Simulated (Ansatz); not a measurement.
Ideal-gas functions of CHClGaN (`N#[C][GaH][Cl]`) at 500 K and 1 bar, from an Ansatz frequency run at PBE0-D4/def2-TZVP.

Molar mass 132.2 g/mol, point group Cs (symmetry number 1), electronic degeneracy 1, moments of inertia 58.002, 239.025, 297.027 u Å². Harmonic wavenumbers (cm⁻¹, unscaled): 98, 210, 305, 432, 472, 474, 620, 2083, 2320.

Use S(trans) = R[1.5 ln M + 2.5 ln T − 1.1517]; rotational temperatures θ = 24.2544 K / I; S(rot) = R[ln(√π/σ · √(T³/θAθBθC)) + 1.5]; for each mode x = 1.438777 ν̃/T, S = R[x/(eˣ − 1) − ln(1 − e⁻ˣ)] and H = RT x/(eˣ − 1); 1 cm⁻¹ = 0.0119627 kJ/mol; R = 8.31446 J/(mol·K).

Question: By hand: the entropy, in J/(mol·K).

Answer: Translation 180.5. Rotation: θ = 0.4182, 0.1015, 0.0817 K, giving 118.3. Vibration, mode by mode: 18.87, 12.63, 9.66, 7.02, 6.38, 6.35, 4.52, 0.15, 0.08, in all 65.7. Electronic 0.0. Sum 364.5 J/(mol·K).

Question: By hand: H − E and G − E in kJ/mol, counted from the electronic energy.

Answer: Zero-point energy ½ × 7014 × 0.0119627 = 42.0; thermal vibration 16.8; translation, rotation and pV give 4 RT = 16.6. H − E = 75.4 kJ/mol, and G − E = 75.4 − 500 × 364.5/1000 = -106.8 kJ/mol.

Vibration gives 18 % of the entropy, 18.9 J/(mol·K) of it from the mode under 150 cm⁻¹: soft modes count most, and the harmonic formula is weakest for them.
